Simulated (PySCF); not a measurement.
# One molecule, several mistakes: AlH3NOSi

These are calculations, not measurements. The program is PySCF 2.14.0, an open-source quantum chemistry code, run on an isolated molecule that a program drew, which may never have been made. The molecule is AlH3NOSi (charge 0, doublet), drawn as the SMILES string `[OH][Al][N]=[SiH2]`.

Each row is a Hartree-Fock (HF) and frozen-core CCSD(T) single point in the cc-pV(D+d)Z basis, meant for a local HF minimum. Run 1 is clean. Each other run has one planted mistake out of seven kinds, and not every kind appears here: one electron removed, one electron added, multiplicity raised by two, geometry at a saddle point, minimal basis STO-3G, one bond length entered in bohr, all coordinates scaled. The reference is restricted for singlets and unrestricted otherwise, and also for a bond in bohr. Adding or removing an electron swaps singlet and doublet. Electrons count all cores. HOMO and LUMO are orbital energies over both spins, the gradient is its largest component, and the lowest frequency (negative if imaginary) is given only where the gradient is small. Bond lengths are over the 6 bonds as drawn. T1 is the CCSD diagnostic: over 0.02 (restricted) or 0.045 (unrestricted) a single reference is doubtful.

Geometry of the clean run:
```xyz
7
AlH3NOSi, angstrom
O    -1.3093    0.6674   -4.0507
Al    0.1097    1.0724   -3.2052
N     1.0102   -0.1262   -2.2895
Si    1.9234   -1.0583   -1.4354
H    -1.7010   -0.1904   -4.0924
H     3.0728   -1.8219   -1.9576
H     1.7544   -1.3125    0.0079
```

| run | electrons | basis functions | <S^2> | HOMO (eV) | LUMO (eV) | gradient (hartree/bohr) | lowest frequency (cm^-1) | mean bond (Å) | longest bond (Å) | T1 | HF (hartree) | CCSD(T) (hartree) | mistake |
|---|---|---|---|---|---|---|---|---|---|---|---|---|---|
| 1 | 45 | 89 | 0.754 | -7.89 | 1.40 | 2.9e-05 | 76 | 1.4853 | 1.757 | 0.0199 | -661.95327 | -662.48419 | no fault |
| 2 | 44 | 89 | 0.000 | -15.44 | -6.39 | 8.6e-02 | - | 1.4853 | 1.757 | 0.0191 | -661.69004 | -662.21369 | one electron removed |
| 3 | 45 | 89 | 0.752 | -7.30 | 1.82 | 1.1e-01 | - | 1.3575 | 1.606 | 0.0168 | -661.87479 | -662.38713 | all coordinates scaled |
| 4 | 45 | 89 | 3.773 | -5.94 | -0.12 | 9.6e-02 | - | 1.4853 | 1.757 | 0.0238 | -661.85807 | -662.35142 | multiplicity raised by two |
| 5 | 45 | 89 | 1.607 | -8.03 | 0.94 | 1.2e-02 | - | 1.7040 | 2.788 | 0.0405 | -661.84684 | -662.36816 | ? |

**Which mistake was planted in run 5, and what did it cost?**

The mean bond changes by a factor of 1.147 and the longest by 1.587, so the molecule wasn't scaled as a whole. A length L in bohr read as angstrom grows by (1/0.5292 - 1) L = 0.890 L. The 6 bonds together grew by 6 x 0.2187 = 1.312 Å, which gives L = 1.475 Å. That is the length of one of the H-Si bonds, 1.475 Å in the clean geometry. So the mistake is: one bond length entered in bohr. Subtracting run 1 and multiplying by 627.51 kcal/mol a hartree, the energy moved by 66.8 kcal/mol in HF and 72.8 kcal/mol in CCSD(T).

